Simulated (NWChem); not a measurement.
System: Si$_{2}$H$_{3}$, doublet; SMILES [SiH][SiH2]

The following NWChem deck was run.

```
start job
memory heap 200 mb stack 900 mb global 1100 mb
geometry units angstroms noautosym nocenter noautoz
  Si    -0.029706    -1.280300     0.224873
  Si    -0.159461     0.976548    -0.106082
  H      1.453737    -1.272959    -0.200868
  H      0.947674     1.969738     0.171208
  H     -1.459899     1.743703    -0.094975
end
basis spherical
  Si library def2-svp
  H library def2-svp
end
dft
  odft
  mult 2
  xc xpbe96 cpbe96
  iterations 150
end
cosmo
  do_cosmo_smd true
  solvent ether
end
task dft energy
```

Structure relaxed at the PBE-D3(BJ)/def2-SVP, spin-unrestricted level. No stability test was run on the SCF state. Solvent: diethyl ether.

Level: PBE/def2-SVP with SMD (1 M gas to 1 M solution), gas-phase geometry. Reactions with the solvent are ignored.

Problem. What results follow from this input? (PBE/def2-SVP, spin-unrestricted, SMD on the gas-phase geometry.) Quantities: solvation free energy (kcal/mol); cavity-dispersion-structure term (kcal/mol); dipole in solution (D).

Solution. 
* **solvation free energy (kcal/mol)**: -1.7
* **cavity-dispersion-structure term (kcal/mol)**: -1.2
* **dipole in solution (D)**: 1.43
